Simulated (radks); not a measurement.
Results of a calculation; reference values are marked as such.
Dipole-allowed excitations along the series with 4 electrons in [He] 2s2. Code: a radial shooting solver on a logarithmic mesh with Libxc functionals. Model: non-relativistic Kohn-Sham, PBE, spin-unpolarised, spherical densities, point nucleus. Time-dependent linear response with the Hartree and adiabatic LDA kernel, continuum included through the Sternheimer equations. Lines are the poles of the dipole polarisability below minus the highest occupied eigenvalue, found on a grid refined at the orbital gaps; the lowest seven at most are given, and weak or close lines can be missed. The first line takes the name of the lowest orbital gap if no other gap lies below it; otherwise a line is named after a gap within 0.6 % of it, if that gap stands alone.

| species | -e(HOMO) (eV) | lowest orbital gap (eV) | first line (eV) | f | strongest line (eV) | its f | static alpha (bohr^3) | measured (eV) |
|---|---|---|---|---|---|---|---|---|
| Be | 5.609 | 2s-2p 3.589 | 4.890 (2s-2p) | 1.29 | the first | 1.29 | 42.66 | 2s-2p 5.277 |
| B+ | 19.505 | 2s-2p 6.139 | 8.684 (2s-2p) | 1.00 | the first | 1.00 | 10.54 | 2s-2p 9.100 |
| C2+ | 40.361 | 2s-2p 8.594 | 12.077 (2s-2p) | 0.749 | the first | 0.749 | 4.166 | - |
| N3+ | 68.081 | 2s-2p 11.004 | 15.357 (2s-2p) | 0.598 | the first | 0.598 | 2.064 | - |
| O4+ | 102.64 | 2s-2p 13.388 | 18.582 (2s-2p) | 0.498 | the first | 0.498 | 1.172 | - |
| F5+ | 144.01 | 2s-2p 15.755 | 21.775 (2s-2p) | 0.427 | 94.775 (unassigned) | 0.445 | 0.7284 | - |

Measured values: term averages from the NIST Handbook of Basic Atomic Spectroscopic Data.
